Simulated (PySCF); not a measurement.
# Bonding in `[SiH3][GeH2][CH2]Cl`

Compound: CH7ClGeSi.
Numbering: `[SiH3:1][GeH2:2][CH2:3][Cl:4]` (hydrogens: H5, H6, H7 on Si1; H8, H9 on Ge2; H10, H11 on C3)

Structure used (PBE0-D3(BJ)/def2-SVP), in Å, numbered top down from 1:
```xyz
11
CH7ClGeSi angstrom
Si    -0.153    0.171   -0.732
Ge     1.802    0.049    0.623
C      3.234    1.035   -0.310
Cl     3.299    0.527   -2.024
H     -0.380    1.591   -1.140
H     -0.001   -0.679   -1.948
H     -1.341   -0.300    0.044
H      2.267   -1.404    0.829
H      1.591    0.700    2.008
H      4.219    0.842    0.138
H      3.045    2.117   -0.286
```

Bond orders from the PBE0/pcSseg-1 density (PySCF). Isolated species at its PBE0-D3(BJ)/def2-SVP geometry (one conformer only). The calculation is non-relativistic, for germanium too.

(1) How far do the computed orders between heavy atoms stray from the drawn ones?

(2) Set the Mayer orders of the bonds beside their lengths.

(3) Sum the orders of all bonds at each heavy atom with more than one neighbour and set the sums beside the valence in the SMILES.

Answers

(1) The largest departure is 0.118, at Ge2–C3 (drawn single, 0.882).

(2) 
```csv
bond,drawn as,length (Å),Mayer order
Si1–Ge2,single,2.382,0.896
Ge2–C3,single,1.973,0.882
C3–Cl4,single,1.789,0.949
Si1–H5,single,1.495,0.934
Si1–H6,single,1.492,0.939
Si1–H7,single,1.496,0.935
Ge2–H8,single,1.540,0.952
Ge2–H9,single,1.545,0.941
C3–H10,single,1.099,0.928
C3–H11,single,1.099,0.925
```

(3) Si1 3.704 (drawn 4), Ge2 3.671 (drawn 4), C3 3.684 (drawn 4). Orders between atoms that aren't bonded are not in these sums.

Mayer orders depend on the basis set.
